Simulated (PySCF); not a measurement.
The vertical singlet excitations below were computed for one of the candidates. Level of theory: TDDFT B3LYP/def2-SVPD, vertical, gas phase, core orbitals frozen in the response in PySCF. Geometries: PBE0-D3(BJ)/def2-SVP, one conformer each.

| state | E (eV) | f |
| --- | --- | --- |
| S1 | 6.27 | 0.0046 |
| S2 | 6.38 | 0.0079 |
| S3 | 6.38 | 0.166 |
| S4 | 6.68 | 0.0001 |
| S5 | 6.96 | 0.0001 |
| S6 | 7.05 | 0.096 |
| S7 | 7.24 | 0.0001 |
| S8 | 7.36 | 0.0007 |
| S9 | 7.37 | 0.043 |
| S10 | 7.38 | 0.014 |

Triplets computed (Tamm–Dancoff): 4.07, 5.82, 6.24, 6.59 eV.

Problem. Which structure fits?
A. `C=C[Si](Cl)(Cl)Cl`
B. `CS[SiH2]C(C)(C)C`
C. `CCCCCS[SiH3]`

Solution. A. Its S1, at 6.27 eV, is the highest among the candidates; the nearest of the others has S1 at 5.42 eV. S1 is HOMO-2→LUMO (96%). Löwdin shares by element: HOMO carbon 68%, chlorine 21% or more; LUMO carbon 65%, silicon 12%, chlorine 4% or more (atoms not listed hold the other 19%). At the same level the other candidates give, for their lowest levels:
- `CCCCCS[SiH3]`: 5.42 eV (f 0.008); 5.80 eV (f 0.009); 6.16 eV (f 0.002); 6.64 eV (f 0.003); 6.70 eV (f 0.004); T1 5.11 eV; HOMO -6.66, LUMO -0.12 eV
- `CS[SiH2]C(C)(C)C`: 5.27 eV (f 0.003); 5.92 eV (f 0.012); 6.21 eV (f 0.009); 6.64 eV (f 0.001); 6.78 eV (f 0.001); T1 4.98 eV; HOMO -6.52, LUMO -0.14 eV
